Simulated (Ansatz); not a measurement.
```yaml
crystal:
  periodic: [false, false, false]
  atoms:
    - {symbol: F, position_ang: [2.205826, -0.338307, -1.242812]}
    - {symbol: C, position_ang: [0.927917, -0.411026, -0.885312]}
    - {symbol: F, position_ang: [0.210764, 0.285506, -1.794513]}
    - {symbol: F, position_ang: [0.545799, -1.694127, -1.015640]}
    - {symbol: O, position_ang: [0.768316, 0.044450, 0.342448]}
    - {symbol: Ge, position_ang: [-0.873638, 0.446678, 1.015125]}
    - {symbol: H, position_ang: [-1.260975, 1.821166, 0.465898]}
    - {symbol: H, position_ang: [-1.837779, -0.659745, 0.581103]}
    - {symbol: H, position_ang: [-0.597829, 0.459206, 2.516605]}
basis:
  gaussian: {orbitals: def2-mTZVP}
total_charge: 1
magnetization: {spin_polarized: true, initial_magnetization: 2}
hamiltonian: {xc: {name: RPBE}, dispersion: d4}
output: {forces: true}
```

```sh
$ ansatz run in.yaml --threads 4 --pin off --events-out ev --progress --plain --max-ram 10444MiB
```

It prints (some lines left out):

```
Error: a molecule whose nuclei and cores have a total charge of 76 cannot have a net charge of 1 together with 2 unpaired electrons
```

Problem. What is wrong with this run?

Solution. The number of unpaired electrons doesn't fit the electron count. The input was rejected before any iteration.
